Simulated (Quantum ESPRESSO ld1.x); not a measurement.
Q: Cs8+, 47 electrons, occupied as [Kr] 4d10 5s1. Method: Dirac Kohn-Sham, PW91, spin-unpolarised, spherical densities, point nucleus; computed with ld1.x of Quantum ESPRESSO 7.5. Some entries of the table are withheld. Estimate them.

orbital,occ.,eigenvalue (hartree),<r> (bohr),<1/r> (bohr^-1)
1s1/2,2,-1318.8550,0.02611,59.41
2s1/2,2,-210.2096,0.1117,13.92
2p1/2,2,-198.0152,0.09401,(1)
2p3/2,4,-185.0612,0.09990,(2)
3s1/2,2,-46.8720,(3),4.991
3p1/2,2,-41.7766,0.2886,4.903
3p3/2,4,-39.2926,0.3003,4.613
3d3/2,4,-30.3364,0.2712,4.472
3d5/2,6,-29.8088,0.2749,4.398
4s1/2,2,-12.0149,0.6917,2.044
4p1/2,2,-10.1787,0.7159,1.940
4p3/2,4,-9.6648,0.7423,1.847
4d3/2,4,-6.6617,0.8118,1.630
4d5/2,6,-6.5741,0.8209,1.607
5s1/2,1,-4.3791,(4),0.8863
5p1/2,0,(5),1.629,0.8186
5p3/2,0,(6),1.676,0.7914
6s1/2,0,-2.3054,2.689,0.5041

A: 
(1) 2p1/2 <1/r> (bohr^-1): 13.90
(2) 2p3/2 <1/r> (bohr^-1): 12.73
(3) 3s1/2 <r> (bohr): 0.2986
(4) 5s1/2 <r> (bohr): 1.514
(5) 5p1/2 eigenvalue (hartree): -3.8035
(6) 5p3/2 eigenvalue (hartree): -3.6943
